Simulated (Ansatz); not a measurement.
C₂H₇S (SMILES C[SH+]C), charge +1, singlet, geometry from GFN2-xTB; PBE0/STO-3G (Ansatz, an electronic-structure program).

The Ansatz input:
Ansatz 0.2 input:
```yaml
crystal:
  periodic: [false, false, false]
  atoms:
    - {symbol: C, position_ang: [-1.40724628, 0.48438068, -0.17995981]}
    - {symbol: S, position_ang: [0.00557886, -0.56253485, 0.26851975]}
    - {symbol: C, position_ang: [1.39601743, 0.52355552, -0.15613213]}
    - {symbol: H, position_ang: [-1.27918534, 0.91342881, -1.16889909]}
    - {symbol: H, position_ang: [-2.30637026, -0.12588924, -0.14650803]}
    - {symbol: H, position_ang: [-1.48951780, 1.27196174, 0.56526984]}
    - {symbol: H, position_ang: [0.02562393, -1.30724382, -0.86536194]}
    - {symbol: H, position_ang: [1.27284396, 0.94909271, -1.14720689]}
    - {symbol: H, position_ang: [2.31114405, -0.06136075, -0.10725925]}
    - {symbol: H, position_ang: [1.44357288, 1.31295087, 0.59020105]}
basis:
  gaussian:
    orbitals: STO-3G
hamiltonian:
  xc: pbe0
total_charge: 1
accuracy: high
```

It wrote (shortened):

```
Functional definition: PBE0
509 factors; integrals over basis functions are off by at most 1.9e-8 eV
mean field evaluation 1: about -12865.6485 eV, gradient 1.6e1 eV
mean field evaluation 2: about -12865.8864 eV, gradient 1.4e1 eV
mean field evaluation 4: about -12866.4794 eV, gradient 7.6e-2 eV
mean field evaluation 8: about -12866.4368 eV, gradient 5.2e-4 eV
mean field evaluation 16: about -12866.4368 eV, gradient 7.5e-9 eV
mean field -12866.43675412 eV, -472.8328295298 hartree, gradient 5.8e-9 eV, S^2 0.000000; 0 other end points of the search recorded, 0 dependent functions left out
reference -12866.43675600 eV, -472.8328295988 hartree; 17, 17 occupied and 9, 9 virtual orbitals, 509 factors
Total energy: -12866.43675600 eV, -472.8328295988 hartree
```
